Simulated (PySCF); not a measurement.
Molfile (atoms numbered from 1):
```
C4H9NO2
     RDKit          3D

 16 15  0  0  0  0  0  0  0  0999 V2000
   -2.3750    0.0982    0.4411 C   0  0  0  0  0  0  0  0  0  0  0  0
   -1.3109   -0.8397   -0.0732 C   0  0  0  0  0  0  0  0  0  0  0  0
   -0.0645   -0.1984   -0.0058 O   0  0  0  0  0  0  0  0  0  0  0  0
    1.0030   -0.9666   -0.4705 C   0  0  0  0  0  0  0  0  0  0  0  0
    2.3176   -0.2079   -0.3793 C   0  0  0  0  0  0  0  0  0  0  0  0
    2.2028    1.0387    0.1245 N   0  0  0  0  0  0  0  0  0  0  0  0
    3.3559   -0.7208   -0.7413 O   0  0  0  0  0  0  0  0  0  0  0  0
   -3.3651   -0.3776    0.3925 H   0  0  0  0  0  0  0  0  0  0  0  0
   -2.4022    1.0184   -0.1610 H   0  0  0  0  0  0  0  0  0  0  0  0
   -2.1742    0.3761    1.4863 H   0  0  0  0  0  0  0  0  0  0  0  0
   -1.5270   -1.1381   -1.1192 H   0  0  0  0  0  0  0  0  0  0  0  0
   -1.2898   -1.7730    0.5253 H   0  0  0  0  0  0  0  0  0  0  0  0
    0.8694   -1.2628   -1.5296 H   0  0  0  0  0  0  0  0  0  0  0  0
    1.1243   -1.9027    0.1095 H   0  0  0  0  0  0  0  0  0  0  0  0
    1.2939    1.3835    0.4027 H   0  0  0  0  0  0  0  0  0  0  0  0
    3.0323    1.6079    0.2187 H   0  0  0  0  0  0  0  0  0  0  0  0
  1  2  1  0
  2  3  1  0
  3  4  1  0
  4  5  1  0
  5  6  1  0
  5  7  2  0
  1  8  1  0
  1  9  1  0
  1 10  1  0
  2 11  1  0
  2 12  1  0
  4 13  1  0
  4 14  1  0
  6 15  1  0
  6 16  1  0
M  END
```

Geometry: PBE0-D3(BJ)/def2-SVP; GIAO shifts from PySCF 2.14.0 with density-fitted response routines, gas phase, non-relativistic, averaged over equivalent atoms.

At PBE0/pcSseg-1 (164 basis functions, 18 s wall time on 1 thread of an Arm Neoverse V2, shared host):
```csv
atoms,δ (ppm)
C5,168.4
C4,71.9
C2,67.5
C1,17.3
O7,392.5
O3,39.1
N6,112.2
H15,6.07
H16,4.31
H13/H14,3.60
H11/H12,3.32
H8/H9/H10,1.27
```

Referencing at the same level of theory: 13C (σ = 184.41 ppm) and 1H (σ = 31.27 ppm) against TMS; H2O for 17O (σ = 334.56 ppm); NH3 for 15N (σ = 265.67 ppm).

Predict the values at KT3/pcSseg-1 on the same geometry.

Answers


| atoms | δ at KT3/pcSseg-1 | change |
| --- | --- | --- |
| C5 | 153.8 | -14.6 |
| C4 | 70.6 | -1.3 |
| C2 | 68.2 | +0.7 |
| C1 | 18.0 | +0.7 |
| O7 | 361.1 | -31.4 |
| O3 | 51.8 | +12.7 |
| N6 | 106.3 | -5.9 |
| H15 | 5.95 | -0.12 |
| H16 | 4.16 | -0.15 |
| H13/H14 | 3.62 | +0.02 |
| H11/H12 | 3.39 | +0.07 |
| H8/H9/H10 | 1.25 | -0.02 |

Shifts are taken against calculated references (same method and geometry level): 13C (σ = 182.31 ppm), 1H (σ = 31.32 ppm) vs TMS; H2O for 17O (σ = 329.03 ppm); 15N (σ = 262.01 ppm) vs NH3.

The largest change is at O7 (amide-type carbonyl oxygen). Cost: 164 basis functions, 25 s wall time on 1 thread of an Arm Neoverse V2, shared host. The order of the carbon signals is the same at both levels.

The C=O carbon of an acid or of an amide with N–H lies up to 10 ppm further downfield in solution, through hydrogen bonding that the calculation lacks. Unscaled 17O shifts of doubly bonded oxygen tend to come out too high, by tens of ppm or more. Experimental scales use liquid or dissolved standards, which lie at an offset from isolated NH3 (liquid NH3: subtract about 20 ppm) and H2O (liquid H2O: subtract about 36 ppm).
